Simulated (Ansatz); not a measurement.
Cost and result up the ladder for Si7 (7 atoms). Charge 0, multiplicity 1. Geometry: r2SCAN-D4/def2-SVP.

```xyz
7

Si   -0.559   -0.086   -0.799
Si    1.057    0.402    1.227
Si    2.576    1.786    0.325
Si    1.705    0.289   -1.240
Si   -2.148   -0.987    0.660
Si   -2.781    0.319   -1.126
Si    0.149   -1.724    0.954
```

Ansatz on 4 threads of Intel Xeon 6975P-C on a shared host. Times are rough, and most runs start from the orbitals of an earlier one. No level here is sound enough to serve as a yardstick. Binding counts from free atoms at the same level (Si triplet; other spins of the atoms weren't run), without zero-point energy or a counterpoise term.

LC-ωPBE has ω = 0.4 bohr⁻¹. Correlated methods freeze 35 core orbitals. Another isomer (singlet) lies 2.86 eV lower at PBE0-D4/def2-TZVP; other spin states weren't run for this one.

Correlated methods converge slowly with the basis.

```tsv
level	functions	binding energy per atom (eV)	remarks
revPBE-D4/def2-TZVP	259	3.34	restricted SCF unstable in HF
LC-ωPBE/def2-TZVP	259	2.90	restricted SCF unstable in HF
r2SCAN-D4/def2-TZVP	259	3.29	restricted SCF unstable in HF
PBE-D4/def2-TZVP (with forces)	259	3.42	restricted SCF unstable in HF
CCSD(T)/def2-TZVP	259	2.99	large T1 (0.030), restricted SCF unstable
PBE0-D4/def2-TZVP	259	3.26	restricted SCF unstable in HF
```

(1) Estimate how long each takes.

Results:

(1) PBE-D4/def2-TZVP (with forces) 2.4 s; revPBE-D4/def2-TZVP 2.5 s; LC-ωPBE/def2-TZVP 3.9 s; PBE0-D4/def2-TZVP 4 s; r2SCAN-D4/def2-TZVP 4 s; CCSD(T)/def2-TZVP 92 s. On shared hardware such times vary by a factor of up to 3.
